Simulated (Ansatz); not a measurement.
Ideal-gas functions of BH₅SSeSi (`SB[SiH2][SeH]`) at 500 K and 1 bar, from an Ansatz frequency run at PBE0-D4/def2-TZVP.

Molar mass 154.96 g/mol, point group C1 (symmetry number 1), electronic degeneracy 1, moments of inertia 116.433, 403.181, 510.734 u Å². Harmonic wavenumbers (cm⁻¹, unscaled): 69, 76, 146, 258, 340, 385, 498, 561, 613, 725, 773, 787, 849, 877, 916, 1049, 2201, 2215, 2439, 2641, 2678.

Use S(trans) = R[1.5 ln M + 2.5 ln T − 1.1517]; rotational temperatures θ = 24.2544 K / I; S(rot) = R[ln(√π/σ · √(T³/θAθBθC)) + 1.5]; for each mode x = 1.438777 ν̃/T, S = R[x/(eˣ − 1) − ln(1 − e⁻ˣ)] and H = RT x/(eˣ − 1); 1 cm⁻¹ = 0.0119627 kJ/mol; R = 8.31446 J/(mol·K).

By hand: the entropy, in J/(mol·K).

Translation 182.5. Rotation: θ = 0.2083, 0.0602, 0.0475 K, giving 125.6. Vibration, mode by mode: 21.77, 20.97, 15.59, 10.98, 8.82, 7.88, 6.00, 5.18, 4.60, 3.56, 3.19, 3.09, 2.69, 2.52, 2.31, 1.71, 0.11, 0.10, 0.06, 0.04, 0.03, in all 121.2. Electronic 0.0. Sum 429.3 J/(mol·K).

By hand: H − E and G − E in kJ/mol, counted from the electronic energy.

Zero-point energy ½ × 21096 × 0.0119627 = 126.2; thermal vibration 30.4; translation, rotation and pV give 4 RT = 16.6. H − E = 173.2 kJ/mol, and G − E = 173.2 − 500 × 429.3/1000 = -41.5 kJ/mol.

Vibration gives 28 % of the entropy, 58.3 J/(mol·K) of it from the modes under 150 cm⁻¹: soft modes count most, and the harmonic formula is weakest for them. The sum counts one conformer and one mirror image; others add a mixing term.
